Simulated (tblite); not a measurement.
Compound: C2H6Cl2Si2.
SMILES with atom numbers: `[CH2:1]=[CH:2][Si@@H:3]([Cl:4])[SiH2:5][Cl:6]` (hydrogens: H7, H8 on C1; H9 on C2; H10 on Si3; H11, H12 on Si5)

Computed with GFN2-xTB (tblite), gas phase: L-BFGS steps from a force-field or distance-geometry start until the largest atomic force falls under 0.01 eV/Å.

Geometry at step 3:
```
atom  x, y, z in Å
C1      2.3830    0.3245   -0.1644
C2      1.2775   -0.1169    0.4169
Si3    -0.2716   -0.7274   -0.4571
Cl4    -0.3368   -2.6843    0.1018
Si5    -2.1620    0.4163    0.2460
Cl6    -2.0528    2.3811   -0.2587
H7      2.4799    0.3923   -1.2361
H8      3.2265    0.6402    0.4214
H9      1.2270   -0.1811    1.4988
H10    -0.0756   -0.6854   -1.9038
H11    -2.3260    0.3597    1.7042
H12    -3.3678   -0.1196   -0.3950
```

Task: Give the atomic forces at this geometry.

Result: 
| atom | Fx (eV/Å) | Fy (eV/Å) | Fz (eV/Å) |
| --- | --- | --- | --- |
| C1 | -0.175 | -0.024 | 0.149 |
| C2 | -0.019 | 0.002 | -0.114 |
| Si3 | 0.001 | 0.023 | 0.015 |
| Cl4 | -0.137 | -0.047 | -0.054 |
| Si5 | 0.000 | -0.018 | 0.003 |
| Cl6 | 0.000 | -0.172 | 0.047 |
| H7 | -0.010 | 0.014 | 0.062 |
| H8 | 0.213 | 0.063 | -0.018 |
| H9 | 0.173 | 0.099 | 0.019 |
| H10 | 0.064 | -0.066 | -0.127 |
| H11 | -0.089 | 0.049 | -0.082 |
| H12 | -0.020 | 0.077 | 0.100 |

The largest, 0.23 eV/Å, acts on C1; the rms over all components is 0.087 eV/Å. The forces sum to zero within rounding, as they must for an isolated molecule in no field.

Task: Give the force on C1 in Eh/bohr and in nN.

Result: 0.231 eV/Å ÷ 51.422 = 0.00449 Eh/bohr, and 0.231 eV/Å × 1.602 = 0.37 nN.

Task: How far is this geometry from the end of the optimisation?

Result: 0.064 eV above it, and 1.096 Å rms away after alignment. The bonds farthest from their final lengths, with half the difference of the two atoms' forces along the bond (positive lengthens):

| bond | now (Å) | final (Å) | force along bond (eV/Å) |
| --- | --- | --- | --- |
| Si3–H10 | 1.461 | 1.471 | +0.07 |
| C2–Si3 | 1.881 | 1.890 | -0.04 |
| Si5–Cl6 | 2.032 | 2.026 | -0.08 |
| C1–H8 | 1.074 | 1.079 | +0.12 |
| Si5–H11 | 1.468 | 1.466 | -0.04 |
| Si5–H12 | 1.467 | 1.465 | -0.03 |

The angle farthest from its final value is C2–Si3–Cl4, 102.2° against 106.5°.

The cost below is that of the whole relaxation. Time: 2.3 s of wall time. Hardware: one thread, Arm Neoverse N1 (aarch64) (shared host).
